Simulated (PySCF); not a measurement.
**Diatomics with 53 electrons**

CCSD(T) in PySCF with x2c-SVPall on every atom, spin-free X2C, for the lowest determinant that a PBE0 search found; no spin–orbit coupling. All have 53 electrons, 7 of them in the valence shells, and the same state, a doublet (π ↑). For ions De leads to the atom and ion picked by measured ionisation energies and electron affinities.

```
species  difference of nuclear charges  Re (Å)  ωe (cm⁻¹)  k (mdyn/Å)  De (eV)  dissociates to
    KSe                             15   2.996        193       0.575     1.95          K + Se
   KBr⁺                             16   3.474       83.9       0.108     0.28         K⁺ + Br
   SrS⁺                             22   2.606        319        1.40     2.23         Sr⁺ + S
    HI⁺                             52   1.634       2225        2.92     3.05          H + I⁺
```

(1) Which member of the whole set has the stiffest bond, and how does it compare with the softest?

Correlated steps freeze the inner cores (14 to 18 orbitals); shallow outer-core shells are correlated. Weak bonds: KBr⁺. Basis-set superposition, not corrected here, can be much of De in a small basis, most of all at correlated wavefunction levels. Spin–orbit coupling is left out, which matters for elements this heavy, above all for dissociation energies. For an ion De counts to the pair picked by the measured ionisation energies or electron affinities, which need not be the lowest pair at this level. States were picked by a PBE0 search and need not be the measured ground states.

Results:

(1) HI⁺ with k = 2.92 mdyn/Å, 27 times that of KBr⁺.
